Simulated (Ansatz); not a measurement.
The cluster WO4H2. Charge 0, multiplicity 1. Geometry PBE-D4/def2-SVP.

Cartesian coordinates in Å:
```
W -0.160 -0.176 0.002
O -1.649 0.612 -0.992
O -0.473 -1.549 0.978
O -0.936 -0.418 -1.732
O 1.626 0.433 0.045
H -0.792 0.950 1.111
H 2.384 0.147 0.588
```

In the def2 sets W takes a core potential; there is no spin–orbit coupling. The structure holds one bond between oxygen atoms, so isomers without such links may lie far lower. The structure comes from a short search, and lower isomers may exist.

Task: Estimate the orbital energies around the gap (eV) in Ansatz with revPBE-D4/def2-TZVP, r2SCAN-D4/def2-TZVPD, PBE0-D4/def2-SVP, r2SCAN0-D4/def2-TZVP, ωB97X-V/def2-TZVP.

Result: 
```tsv
orbital	revPBE-D4/def2-TZVP	r2SCAN-D4/def2-TZVPD	PBE0-D4/def2-SVP	r2SCAN0-D4/def2-TZVP	ωB97X-V/def2-TZVP
HOMO−5	-9.51	-10.06	-11.37	-11.72	-13.95
HOMO−4	-9.34	-9.86	-11.18	-11.47	-13.71
HOMO−3	-8.87	-9.35	-10.64	-10.89	-13.11
HOMO−2	-8.55	-9.02	-10.16	-10.41	-12.66
HOMO−1	-8.05	-8.50	-9.64	-9.92	-12.06
HOMO	-6.32	-6.75	-8.01	-8.26	-10.45
LUMO	-3.35	-3.44	-2.75	-2.71	-0.56
LUMO+1	-2.44	-2.48	-1.77	-1.71	0.42
LUMO+2	-1.85	-1.81	-1.02	-1.00	1.02
LUMO+3	-1.36	-1.23	-0.49	-0.24	1.44
LUMO+4	-1.03	-0.99	-0.25	-0.14	1.84
LUMO+5	-0.72	-0.61	0.16	0.16	2.06
```
